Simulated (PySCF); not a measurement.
**Basis-set dependence of population analyses: `N[SiH2]OB(O)O`**

Species: BH6NO3Si.
Bonds: N1–Si2, Si2–O3, O3–B4, B4–O5, B4–O6. Hydrogens: H7, H8 on N1; H9, H10 on Si2; H11 on O5; H12 on O6.

PBE0 throughout (PySCF), one geometry, spherical d and f functions. The structure is a single PBE0-D3(BJ)/def2-SVP conformer in the gas phase; no vibrational or solvent corrections. Atoms taken as equivalent share a column and are averaged. The first 7 of 8 kinds of atom are listed.

Mulliken charges (e):

```tsv
basis	functions	N1	Si2	O3	B4	O5/O6	H7/H8	H9/H10
STO-3G	40	-0.597	+0.836	-0.426	+0.370	-0.354	+0.173	-0.128
6-31G	70	-1.001	+1.024	-0.771	+0.798	-0.652	+0.345	-0.123
pcSseg-0	70	-1.071	+1.148	-0.865	+0.891	-0.678	+0.330	-0.102
6-31G*	100	-0.916	+0.732	-0.571	+0.627	-0.632	+0.357	-0.093
cc-pVDZ	118	-0.306	+0.526	-0.328	+0.024	-0.148	+0.113	-0.080
def2-SVP	118	-0.412	+0.682	-0.389	+0.056	-0.192	+0.141	-0.110
aug-cc-pVDZ	196	-0.336	+0.384	-0.684	+0.661	-0.454	-0.008	+0.274
6-311+G(2d,p)	206	-0.845	+1.017	-1.131	+1.576	-0.793	+0.242	-0.078
def2-TZVP	228	-0.624	+0.458	-0.377	+0.362	-0.450	+0.247	-0.041
cc-pVTZ	268	-0.341	+0.382	-0.264	+0.169	-0.291	+0.145	-0.048
IGLO-III	279	-0.709	+1.114	-0.691	+0.823	-0.593	+0.209	-0.186
pcSseg-2	307	-0.555	+0.893	-0.632	+0.719	-0.454	+0.165	-0.149
```

IAO charges (e):

```json
{"basis": "STO-3G", "functions": "40", "N1": "-0.700", "Si2": "+0.970", "O3": "-0.516", "B4": "+0.389", "O5/O6": "-0.407", "H7/H8": "+0.199", "H9/H10": "-0.129"}
{"basis": "6-31G", "functions": "70", "N1": "-0.808", "Si2": "+0.931", "O3": "-0.646", "B4": "+0.569", "O5/O6": "-0.567", "H7/H8": "+0.274", "H9/H10": "-0.103"}
{"basis": "pcSseg-0", "functions": "70", "N1": "-0.788", "Si2": "+0.961", "O3": "-0.641", "B4": "+0.538", "O5/O6": "-0.543", "H7/H8": "+0.260", "H9/H10": "-0.113"}
{"basis": "6-31G*", "functions": "100", "N1": "-0.831", "Si2": "+1.061", "O3": "-0.682", "B4": "+0.625", "O5/O6": "-0.578", "H7/H8": "+0.267", "H9/H10": "-0.144"}
{"basis": "cc-pVDZ", "functions": "118", "N1": "-0.825", "Si2": "+1.054", "O3": "-0.674", "B4": "+0.602", "O5/O6": "-0.572", "H7/H8": "+0.266", "H9/H10": "-0.143"}
{"basis": "def2-SVP", "functions": "118", "N1": "-0.819", "Si2": "+1.072", "O3": "-0.672", "B4": "+0.596", "O5/O6": "-0.568", "H7/H8": "+0.262", "H9/H10": "-0.151"}
{"basis": "aug-cc-pVDZ", "functions": "196", "N1": "-0.854", "Si2": "+1.060", "O3": "-0.682", "B4": "+0.618", "O5/O6": "-0.592", "H7/H8": "+0.276", "H9/H10": "-0.139"}
{"basis": "6-311+G(2d,p)", "functions": "206", "N1": "-0.865", "Si2": "+1.095", "O3": "-0.692", "B4": "+0.627", "O5/O6": "-0.595", "H7/H8": "+0.278", "H9/H10": "-0.148"}
{"basis": "def2-TZVP", "functions": "228", "N1": "-0.865", "Si2": "+1.109", "O3": "-0.696", "B4": "+0.633", "O5/O6": "-0.595", "H7/H8": "+0.276", "H9/H10": "-0.153"}
{"basis": "cc-pVTZ", "functions": "268", "N1": "-0.859", "Si2": "+1.095", "O3": "-0.692", "B4": "+0.630", "O5/O6": "-0.594", "H7/H8": "+0.275", "H9/H10": "-0.150"}
{"basis": "IGLO-III", "functions": "279", "N1": "-0.868", "Si2": "+1.105", "O3": "-0.695", "B4": "+0.631", "O5/O6": "-0.597", "H7/H8": "+0.278", "H9/H10": "-0.151"}
{"basis": "pcSseg-2", "functions": "307", "N1": "-0.867", "Si2": "+1.107", "O3": "-0.696", "B4": "+0.633", "O5/O6": "-0.597", "H7/H8": "+0.277", "H9/H10": "-0.152"}
```

Some averages cover members that differ in this geometry, most widely: O5/O6, Mulliken in aug-cc-pVDZ -0.511 to -0.396; H7/H8, Mulliken in aug-cc-pVDZ -0.033 to +0.017; O5/O6, Mulliken in 6-311+G(2d,p) -0.811 to -0.776; O5/O6, Mulliken in 6-31G -0.664 to -0.639 e.

Which scheme is steadiest as the basis changes?

Largest range over the bases for any column: IAO 0.24 e, Mulliken 1.55 e. IAO charges move least and Mulliken charges most, counted in e. Without the minimal STO-3G basis the ranges are IAO 0.18, Mulliken 1.55 e.

How much do the charges still move between the two largest bases, IGLO-III and pcSseg-2?

At most, over all atoms: Mulliken 0.221 e, IAO 0.002 e.

What do the same runs give for the total energy, the frontier levels and the dipole moment?

```
        basis  energy (Eh)  HOMO (eV)  LUMO (eV)  μ (D)
       STO-3G    -590.6001      -3.76       6.55   0.86
        6-31G    -597.9664      -7.35       1.45   1.32
     pcSseg-0    -597.0717      -7.38       1.51   1.40
       6-31G*    -598.1083      -7.36       1.64   1.54
      cc-pVDZ    -598.1554      -7.37       1.44   1.42
     def2-SVP    -597.8280      -7.44       1.40   1.46
  aug-cc-pVDZ    -598.1914      -7.69      -0.33   1.19
6-311+G(2d,p)    -598.2713      -7.73      -0.16   1.26
    def2-TZVP    -598.3015      -7.68       0.55   1.33
      cc-pVTZ    -598.2902      -7.62       0.83   1.32
     IGLO-III    -598.3101      -7.70       0.34   1.26
     pcSseg-2    -598.3120      -7.74       0.25   1.27
```

The dipole is fixed by the density alone, so its range of 0.68 D shows that the density itself changes with the basis, not only its division among atoms.
